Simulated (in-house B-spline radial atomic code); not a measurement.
**Lu¹³⁺: [Kr] 4d10 4f10 5s2**

All numbers are computed (Dirac-Kohn-Sham PBE0, spherical fractional occupations; Fermi nucleus of rms radius 5.37 fm) with an all-electron radial atomic-structure program (B-spline basis), not measured.

Z_r = [3n² - l(l+1)]/(2<r>); Z_e = n√(-2ε); the last column is Slater's effective charge. Values are occupation-weighted means over j. An effective charge above Z reflects the relativistic contraction of the inner shells.

```json
{"shell": "1s", "electrons": "2", "ε (eV)": "-63563", "<r> (bohr)": "0.01932", "Z_r": "77.63", "Z_e": "68.35", "Slater": "70.70"}
{"shell": "2s", "electrons": "2", "ε (eV)": "-11077", "<r> (bohr)": "0.08123", "Z_r": "73.86", "Z_e": "57.07", "Slater": "66.85"}
{"shell": "2p", "electrons": "6", "ε (eV)": "-9835.4", "<r> (bohr)": "0.07249", "Z_r": "68.97", "Z_e": "53.77", "Slater": "66.85"}
{"shell": "3s", "electrons": "2", "ε (eV)": "-2739", "<r> (bohr)": "0.212", "Z_r": "63.69", "Z_e": "42.57", "Slater": "59.75"}
{"shell": "3p", "electrons": "6", "ε (eV)": "-2359.4", "<r> (bohr)": "0.2113", "Z_r": "59.15", "Z_e": "39.51", "Slater": "59.75"}
{"shell": "3d", "electrons": "10", "ε (eV)": "-1876.2", "<r> (bohr)": "0.1924", "Z_r": "54.58", "Z_e": "35.23", "Slater": "49.85"}
{"shell": "4s", "electrons": "2", "ε (eV)": "-767.37", "<r> (bohr)": "0.4739", "Z_r": "50.64", "Z_e": "30.04", "Slater": "43.25"}
{"shell": "4p", "electrons": "6", "ε (eV)": "-639.51", "<r> (bohr)": "0.5002", "Z_r": "45.98", "Z_e": "27.42", "Slater": "43.25"}
{"shell": "4d", "electrons": "10", "ε (eV)": "-465.14", "<r> (bohr)": "0.5322", "Z_r": "39.46", "Z_e": "23.39", "Slater": "31.85"}
{"shell": "5s", "electrons": "2", "ε (eV)": "-288.87", "<r> (bohr)": "1.009", "Z_r": "37.17", "Z_e": "23.04", "Slater": "18.85"}
{"shell": "4f", "electrons": "10", "ε (eV)": "-270.96", "<r> (bohr)": "0.5843", "Z_r": "30.81", "Z_e": "17.85", "Slater": "21.85"}
```

The least bound orbital is 4f7/2 at -270.1 eV, while the most diffuse is 5s1/2 (<r> = 1.009 bohr against 0.5866 bohr): energy order and size order differ.

Spin-orbit splittings of the orbital energies (j = l + 1/2 above j = l - 1/2 when positive): 2p 1118 eV, 3p 239.6 eV, 3d 52.15 eV, 4p 56.06 eV, 4d 10.54 eV, 4f 1.969 eV.

For the 1s electron the small component carries 7.11 % of the norm, the zero-frequency Breit interaction raises the level by 212 eV, self-energy by 130.9 eV, and vacuum polarisation lowers it by 23.67 eV.

The density falls to 0.001 bohr⁻³ at 2.03 bohr; Σ<r²> = 12.725 bohr² gives, by the non-relativistic formula and without the paramagnetism of open shells, a Langevin diamagnetic susceptibility of -10.08×10⁻⁶ cm³/mol.

Caution: exact exchange at fractional occupations of open shells leaves self-interaction of up to several eV.
